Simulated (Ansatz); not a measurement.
Born–Oppenheimer molecular dynamics of AlCl2H3S (7 atoms, charge 0, multiplicity 1). It starts at the highest image of a converged band, a first-order saddle point between two minima.

The calculation used RKS PBE0/6-31G* in Ansatz 0.2.0.

```yaml
ensemble: NVE (velocity Verlet)
time_step: 0.5 fs
steps_asked: 200
starting_velocities_drawn_for: 100 K
seed: 2695
```

First frame:

```xyz
7
Properties=species:S:1:pos:R:3
Al 0.064 -0.338 -0.097
H -0.070 -0.101 1.585
Cl 1.873 0.435 -0.807
Cl -1.781 -0.020 -1.041
S 0.320 -2.564 0.626
H -1.003 -2.824 0.605
H 0.096 -1.232 1.529
```

How far do the bonds stretch over the last three quarters of this one trajectory? (Pairs bonded in most of those frames.)


| bond | mean (Å) | spread (Å) | shortest | longest |
| --- | --- | --- | --- | --- |
| Al1–H2 | 1.580 | 0.027 | 1.54 | 1.63 |
| Al1–Cl3 | 2.128 | 0.047 | 2.02 | 2.19 |
| Al1–Cl4 | 2.135 | 0.047 | 2.02 | 2.20 |
| S5–H6 | 1.347 | 0.019 | 1.32 | 1.38 |
| S5–H7 | 1.350 | 0.010 | 1.33 | 1.37 |

Pairs bonded in part of these frames only: Al1–S5 40 %.

Mean temperature of the second half: 692 K. The conserved energy stayed within 0.032 meV per atom of its start (net change 0.031 meV per atom), so the integration is sound. The kinetic energy rose, since the run started high on the potential surface and went downhill. It ends in pieces (AlCl2H + H2S), so much of that is their flight and rotation, not heat. A run of 0.1 ps of so small a system gives no equilibrium averages. The orbitals stay closed-shell, which can raise the energy where a bond breaks towards radicals; this wasn't checked here.

Run time: 14 min on 1 thread of Arm Neoverse V1, on a shared host, peak memory 0.17 GiB.
